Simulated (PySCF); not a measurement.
**WCl at PBE**

Computed with PBE; W def2-TZVPPD with ECP60, Cl def2-TZVPPD; scalar-relativistic core potentials (PySCF 2.14).

* state: ⁶Σ⁺ (sextet), unpaired electrons σ ↑, π ↑↑, δ ↑↑
* bond length: 2.275 Å
* harmonic wavenumber: 376 cm⁻¹
* force constant: 2.44 mdyn/Å
* rotational constant Be: 0.1108 cm⁻¹
* anharmonicity ωexe: 1.17 cm⁻¹
* vibration–rotation constant αe: 0.000457 cm⁻¹
* bond order (Mayer): 1.20
* dipole moment (positive dipole means W(−)Cl(+)): -2.88 D

De is left out where the level can put another filling of the metal’s s and d shells below the measured ground configuration, by anything from nothing to about 1 eV. Spin–orbit coupling is left out, which matters for elements this heavy, above all for dissociation energies. The state is the lowest single determinant that the PBE0 search found; with open d or f shells the true ground state can be another one.
